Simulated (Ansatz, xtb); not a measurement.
Species: ZrH4, charge 1, multiplicity 2. The spin state was set by rule; other spins were not relaxed. 
Structure (B3LYP-D3(BJ)/def2-TZVP (Ansatz, a program for electronic structure) minimum search):
```
Zr
H 1 1.8040
H 1 1.8040 2 110.31
H 1 2.1422 2 84.28 3 81.72
H 4 0.7815 1 80.59 2 124.43
```
Charge +1, spin multiplicity 2.

Harmonic wavenumbers from GFN2-xTB (xtb, at its own minimum), cm⁻¹: 308, 428, 428, 435, 782, 946, 1110, 1110, 1175.

Task: Give the harmonic wavenumbers at B3LYP-D3(BJ)/def2-TZVP (Ansatz, finite differences of forces, unscaled).

Result: 170, 175, 467, 598, 728, 1109, 1784, 1806, 3793 cm⁻¹. Zero-point energy 15.2 kcal/mol.

Task: From these and the geometry, give the ideal-gas thermochemistry at 298.15 K and 1 atm (rigid rotor, harmonic oscillator).

Result: Point group Cs, rotational symmetry number 1. Rotational constants 74.09, 45.03, 38.17 GHz. S(trans) 39.57, S(rot) 18.47, S(vib) 6.35, S(elec, spin only) 1.38, S 65.8 cal/(mol K). H(298) - H(0) 3.47 kcal/mol; G - E(el) -0.9 kcal/mol.
